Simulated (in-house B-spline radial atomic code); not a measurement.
A fraction x of an electron is removed from 4p in neutral tellurium, starting from [Kr] 4d10 5s2 5p4 and keeping the highest spin. Computed with an all-electron radial atomic-structure program (B-spline basis): scalar-relativistic (X2C) BP86, spin-polarised, spherical fractional occupations, Fermi nucleus of rms radius 4.7423 fm.

| x | E(x) - E(0) (eV) | 4p down level (eV) |
| --- | --- | --- |
| 0 | 0.0000 | -114.296 |
| 0.01 | 1.1438 | -114.454 |
| 0.13 | ? | ? |
| 0.28 | 32.6312 | -118.814 |
| 0.41 | 48.2169 | -120.971 |
| 0.5 | ? | ? |
| 0.53 | 62.8544 | -122.992 |
| 0.75 | 90.3264 | -126.768 |
| 0.78 | 94.1373 | -127.290 |
| 0.93 | 113.4278 | -129.922 |
| 1 | 122.5658 | -131.164 |

**Question.** What belongs in the row x = 0.13?

**Answer.** An energy change of 14.9929 eV; 4p down at -116.371 eV.

**Question.** What belongs in the row x = 0.5?

**Answer.** An energy change of 59.1723 eV; 4p down at -122.484 eV.

**Question.** Check Janak's theorem between x = 0.28 and 0.41.

**Answer.** The slope of the energy is 119.89 eV; the orbital levels give 119.89 eV (-ε of the emptying orbital, averaged over the two points).
